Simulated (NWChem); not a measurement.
System: C3H3ClF2; SMILES F[C@@H]1[C@H](F)[C@H]1Cl

Output (shortened):

```
             Northwest Computational Chemistry Package (NWChem) 7.3.0
             --------------------------------------------------------

 CS  symmetry detected

                             Geometry "geometry" -> ""
                             -------------------------

 Output coordinates in angstroms (scale by  1.889725989 to convert to a.u.)

  No.       Tag          Charge          X              Y              Z
 ---- ---------------- ---------- -------------- -------------- --------------
    1 F                    9.0000     0.19632324     1.64244394     1.39537500
    2 C                    6.0000    -0.45074991     0.63015171     0.75287500
    3 C                    6.0000    -0.45074991     0.63015171    -0.75287500
    4 F                    9.0000     0.19632324     1.64244394    -1.39537500
    5 C                    6.0000     0.40526258    -0.34975424     0.00000000
    6 Cl                  17.0000     0.03789059    -2.08558336     0.00000000
    7 H                    1.0000    -1.33507732     0.28162352     1.28113300
    8 H                    1.0000    -1.33507732     0.28162352    -1.28113300
    9 H                    1.0000     1.46961969    -0.13561594     0.00000000

 Effective nuclear repulsion energy (a.u.)     289.4037642830

      Symmetry information
      --------------------

 Group name             Cs
 Group number              2
 Group order               2
 No. of unique centers     6

                                 NWChem DFT Module
                                 -----------------

 Summary of "ao basis" -> "ao basis" (spherical)
 ------------------------------------------------------------------------------
       Tag                 Description            Shells   Functions and Types
 ---------------- ------------------------------  ------  ---------------------
 F                         def2-tzvp                11       31   5s3p2d1f
 C                         def2-tzvp                11       31   5s3p2d1f
 Cl                        def2-tzvp                13       37   5s5p2d1f
 H                         def2-tzvp                 4        6   3s1p

      Symmetry analysis of basis
      --------------------------

        a'        119
        a"         91

            General Information
            -------------------
          SCF calculation type: DFT
          Wavefunction type:  closed shell.
          No. of atoms     :     9
          No. of electrons :    56
           Alpha electrons :    28
            Beta electrons :    28
          Charge           :     0
          Spin multiplicity:     1
          Use of symmetry is: on ; symmetry adaption is: on
          Maximum number of iterations: 150
          AO basis - number of functions:   210
                     number of shells:    80
          Convergence on energy requested:  1.00D-06
          Convergence on density requested:  1.00D-05
          Convergence on gradient requested:  5.00D-04

              XC Information
              --------------
                       PW6B95 Method XC Functional
                     Hartree-Fock (Exact) Exchange  0.280
                    PW6B95 GGA Exchange Functional  0.720
                      PW6B95 Correlation Potential  1.000

             Grid Information
             ----------------
          Grid used for XC integration:  medium
          Radial quadrature: Mura-Knowles
          Angular quadrature: Lebedev.
          Tag              B.-S. Rad. Rad. Pts. Rad. Cut. Ang. Pts.
          ---              ---------- --------- --------- ---------
          F                   0.50       49          11.0       434
          C                   0.70       49           9.0       434
          Cl                  1.00       88          10.0       590
          H                   0.35       45          10.0       434
          Grid pruning is: on
          Number of quadrature shells:   325
          Spatial weights used:  Erf1

      Superposition of Atomic Density Guess
      -------------------------------------

 Sum of atomic energies:        -772.82725755

      Non-variational initial energy
      ------------------------------

 Total energy =    -775.446120
 1-e energy   =   -1642.522900
 2-e energy   =     577.673015
 HOMO         =      -0.298187
 LUMO         =       0.012300

      Symmetry analysis of molecular orbitals - initial
      -------------------------------------------------

  Numbering of irreducible representations:

     1 a'          2 a"

  Orbital symmetries:

     1 a'          2 a'          3 a"          4 a'          5 a'
     6 a"          7 a'          8 a'          9 a'         10 a"
    11 a'         12 a"         13 a'         14 a'         15 a"
    16 a'         17 a'         18 a'         19 a"         20 a'
    21 a"         22 a"         23 a'         24 a'         25 a"
    26 a'         27 a'         28 a"         29 a'         30 a'
    31 a'         32 a"         33 a'         34 a"         35 a'
    36 a"         37 a"         38 a'

------------------------------------------------------------
EAF file 0: "./job.aoints.0" size=523239424 bytes
------------------------------------------------------------
               write      read    awrite     aread      wait
               -----      ----    ------     -----      ----
     calls:      998         0         0         0         0
   data(b): 5.23e+08  0.00e+00  0.00e+00  0.00e+00
   time(s): 0.00e+00  0.00e+00  0.00e+00  0.00e+00  0.00e+00
rate(mb/s): 0.00e+00  0.00e+00
------------------------------------------------------------

     ---------------------------------------------
      Total Density - Mulliken Population Analysis
     ---------------------------------------------

    Atom       Charge   Shell Charges
 -----------   ------   -------------------------------------------------------
    1 F    9     9.36   0.77  1.20  0.61  1.00  0.31  2.32  2.31  0.83  0.00  0.01  0.00
    2 C    6     5.73   0.86  1.12  0.52  0.65  0.13  1.04  1.09  0.20  0.03  0.08  0.01
    3 C    6     5.73   0.86  1.12  0.52  0.65  0.13  1.04  1.09  0.20  0.03  0.08  0.01
    4 F    9     9.36   0.77  1.20  0.61  1.00  0.31  2.32  2.31  0.83  0.00  0.01  0.00
    5 C    6     6.01   0.86  1.12  0.52  0.68  0.07  1.10  1.26  0.29  0.02  0.08  0.01
    6 Cl  17    17.23   2.01  0.45  1.52  1.11  0.83  4.19  1.69  1.10  2.86  1.45  0.01  0.03  0.00
    7 H    1     0.87   0.24  0.46  0.15  0.02
    8 H    1     0.87   0.24  0.46  0.15  0.02
    9 H    1     0.83   0.24  0.44  0.13  0.02

   convergence    iter        energy       DeltaE   RMS-Dens  Diis-err
 ---------------- ----- ----------------- --------- --------- ---------
 d= 0,ls=0.0,diis     1   -776.6882038523 -1.07D+03  5.47D-03  1.49D+00
 d= 0,ls=0.0,diis     2   -776.6427350367  4.55D-02  3.46D-03  1.80D+00
 d= 0,ls=0.0,diis     3   -776.7989361462 -1.56D-01  9.03D-04  1.45D-01
 d= 0,ls=0.0,diis     4   -776.8096832339 -1.07D-02  3.34D-04  6.55D-03
 d= 0,ls=0.0,diis     5   -776.8102209565 -5.38D-04  1.01D-04  4.19D-04
  Resetting Diis
 d= 0,ls=0.0,diis     6   -776.8102671742 -4.62D-05  1.52D-05  1.69D-05
 d= 0,ls=0.0,diis     7   -776.8102688635 -1.69D-06  5.13D-06  8.84D-07
 d= 0,ls=0.0,diis     8   -776.8102688980 -3.45D-08  2.33D-06  5.83D-07

         Total DFT energy =     -776.810268897969
      One electron energy =    -1645.629470408900
           Coulomb energy =      646.798555568186
    Exchange-Corr. energy =      -67.383118340261
 Nuclear repulsion energy =      289.403764283006

 Numeric. integr. density =       56.000024704329

                  Occupations of the irreducible representations
                  ----------------------------------------------

                     irrep           alpha         beta
                     --------     --------     --------
                     a'               18.0         18.0
                     a"               10.0         10.0

                       DFT Final Molecular Orbital Analysis
                       ------------------------------------

 Vector   26  Occ=2.000000D+00  E=-3.612353D-01  Symmetry=a'
              MO Center= -4.1D-02, -1.0D+00,  2.5D-15, r^2= 3.5D+00
   Bfn.  Coefficient  Atom+Function         Bfn.  Coefficient  Atom+Function
  ----- ------------  ---------------      ----- ------------  ---------------
   170      0.434492  6 Cl px               173      0.270040  6 Cl px
   167      0.212234  6 Cl px               161     -0.167600  6 Cl px
   129     -0.135342  5 C  s                 39     -0.121787  2 C  pz
    70      0.121787  3 C  pz                 8      0.107563  1 F  pz
   101     -0.107563  4 F  pz                42     -0.101890  2 C  pz

 Vector   27  Occ=2.000000D+00  E=-3.174273D-01  Symmetry=a'
              MO Center= -1.0D-01, -2.4D-01, -3.7D-15, r^2= 3.7D+00
   Bfn.  Coefficient  Atom+Function         Bfn.  Coefficient  Atom+Function
  ----- ------------  ---------------      ----- ------------  ---------------
   170      0.293711  6 Cl px               173      0.216247  6 Cl px
   171     -0.164917  6 Cl py                39      0.151154  2 C  pz
    70     -0.151154  3 C  pz               167      0.146689  6 Cl px
    38     -0.141118  2 C  py                69     -0.141118  3 C  py
    42      0.127286  2 C  pz                73     -0.127286  3 C  pz

 Vector   28  Occ=2.000000D+00  E=-3.097374D-01  Symmetry=a"
              MO Center= -1.2D-03, -8.1D-01,  5.2D-15, r^2= 3.3D+00
   Bfn.  Coefficient  Atom+Function         Bfn.  Coefficient  Atom+Function
  ----- ------------  ---------------      ----- ------------  ---------------
   172      0.387103  6 Cl pz               175      0.285280  6 Cl pz
   132     -0.226667  5 C  pz               135     -0.202315  5 C  pz
   169      0.194356  6 Cl pz               163     -0.149822  6 Cl pz
    37     -0.122218  2 C  px                68      0.122218  3 C  px
    40     -0.099512  2 C  px                71      0.099512  3 C  px

[...]
```

Level: PW6B95/def2-TZVP. Coordinates come from a B3LYP/6-31G* (spherical d) optimisation.

Problem. Write an input that gives this output.

Solution. Several could match; the one computed here: the input that was run:
```
start job
memory heap 200 mb stack 900 mb global 1100 mb
geometry units angstroms noautoz
  F      0.207435    -1.634609     1.395375
  C     -0.440381    -0.622792     0.752875
  C     -0.440381    -0.622792    -0.752875
  F      0.207435    -1.634609    -1.395375
  C      0.414912     0.357742     0.000000
  Cl     0.046266     2.093301     0.000000
  H     -1.324964    -0.274913     1.281133
  H     -1.324964    -0.274913    -1.281133
  H      1.479426     0.144385     0.000000
end
basis spherical
  * library def2-tzvp
end
dft
  xc pw6b95
  iterations 150
  semidirect filesize 400000000
  mulliken
end
task dft energy
```
